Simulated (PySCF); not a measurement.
# How methods differ on the excitation energy of Ca

Ca [Ar] 4s2 (1S) → Ca [Ar] 4s1 5s1 (3S), as a difference of total energies. Computed with PySCF 2.14 in aug-cc-pwCVTZ-X2C with one added diffuse shell each of s, p, d, f type (10s9p7d4f, 100 functions), with the spin-free X2C one-electron Hamiltonian (Gaussian nucleus). Correlated levels: valence: [Ar] frozen. The calculations carry no spin-orbit coupling.

```json
{"method": "UHF", "excitation energy (eV)": "3.093", "error (eV)": "-0.817"}
{"method": "MP2 (valence)", "excitation energy (eV)": "3.593", "error (eV)": "-0.317"}
{"method": "SCS-MP2 (valence)", "excitation energy (eV)": "3.741", "error (eV)": "-0.169"}
{"method": "CCSD (valence)", "excitation energy (eV)": "3.749", "error (eV)": "-0.161"}
```

Reference: 3.910 eV (measured; NIST levels).

Errors of the correlated levels include the incompleteness of this basis and the frozen core.

With two correlated electrons CCSD is exact in that space.
